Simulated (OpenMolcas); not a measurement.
## O2+: Slater's ratio, the spin-orbit constant, worked from levels

```
Program             : OpenMolcas
Basis               : ANO-R3 [4s4p2d1f]
Scalar Hamiltonian  : X2C, finite nucleus
Active space        : 2 electrons in 9 orbitals (RAS2 2p; RAS3 3s 3d, at most 1 electron)
State averaging     : 2S+1 = 3 even, 3 roots; 2S+1 = 1 even, 6 roots; 2S+1 = 3 odd, 3 roots; 2S+1 = 1 odd, 3 roots
Spin-orbit coupling : state interaction with AMFI integrals over the reference wave functions, term energies averaged over their components
```

Methods: RASSCF; SS-RASPT2, IPEA 0.25 Eh, imaginary shift 0.1 Eh (closed shells correlated: 1s 2s).

**Slater's ratio.** With one set of orbitals, p2 has 1D - 3P = 6 F2 and 1S - 1D = 9 F2 (F2 = F²/25), a ratio of 3/2. Term energies are centres of gravity, weighted by 2J + 1.

```
   Source  1D - 3P  1S - 3P  F2 from the first  Ratio
   RASSCF    22587    55996               3764  1.479
SS-RASPT2    20469    49202               3412  1.404
```

Energies in cm-1. A ratio away from 3/2 shows effects beyond one configuration with one set of orbitals, and in heavier atoms second-order spin-orbit shifts.

**The spin-orbit constant.** For the Hund term 3P of p2, E(J) = (A/2) J(J+1) + constant and ζ = 2S·A = 2A. From J = 0 to J = 2 the energy changes by 3 A.

| Source | E(2) - E(0) | A | ζ |
| --- | --- | --- | --- |
| RASSCF | 325.6 | 108.5 | 217 |
| SS-RASPT2 | 325.7 | 108.6 | 217 |

All in cm-1. Both methods take the spin-orbit matrix elements from the reference wave functions, so the second can move ζ only through the term energies and any multistate remixing. Second-order mixing with other terms is absorbed into this ζ.

Term energies are means over components that CASPT2 splits; among the terms shown or strongly mixed into the levels shown the widest spread is 59 cm-1 (2s2 2p2 1D, SS-RASPT2). With the s shell closed, the reference lacks s² → p² mixing. Levels of configurations outside the active space are missing.
